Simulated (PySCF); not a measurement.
C₂H₇NSi₂, SMILES N#C[SiH2]C[SiH3] at its GFN2-xTB optimised geometry (Å):

```
12

N      2.3293    -0.7846    -0.0032
C      1.1836    -0.7868     0.0000
Si    -0.6853    -0.7868     0.0000
C     -1.2406     1.0256     0.0000
Si    -0.6834     2.0606     1.5022
H     -1.0974    -1.5072     1.2069
H     -1.0842    -1.4991    -1.2195
H     -2.3293     1.0531    -0.0636
H     -0.8741     1.5072    -0.9082
H     -1.2681     1.4834     2.7150
H      0.7753     2.0505     1.5875
H     -1.1710     3.4324     1.3342
```

Method: PySCF with PBE/def2-TZVP.

Map of the electrostatic potential (hartree/e), clipped to [-0.08, 0.12] on the plane z = 0.8 Å:

```
|33333333344433333333333333333|
|33333333455544333333333333333|
|33333334469864443333333333333|
|34444444599986544333333333333|
|44444444599999864433333333332|
|44444445699999985433333322222|
|44444456899999997543333222222|
|44444556999999998653332222222|
|44445567999999999653322222222|
|44455667999999997543222222222|
|44455678999999996433222222222|
|44455678999999975432221111112|
|44455667999999875433211111111|
|44455566799999986543221100111|
|44455556799999998875443100011|
|44445566999999999999897300001|
|44445567999999999999999400001|
|44444557999999999999999400001|
|44444556899999999999886200001|
|44444455799999997775443100011|
|44444445689999865543221100111|
|44444444567776654432211111111|
|44444444445555544332221111112|
|34444444444444443332222212222|
|33344444444444433332222222222|
|33333344444443333333222222222|
|33333333333333333333222222222|
|33333333333333333333322222222|
|33333333333333333333332222222|
```
Scale: ten equal steps from -0.063 (start of '0') to 0.120 (end of '9'), in the order '0123456789'; x runs from -4.50 to 4.50, y from -4.50 (bottom) to 4.50 (top).
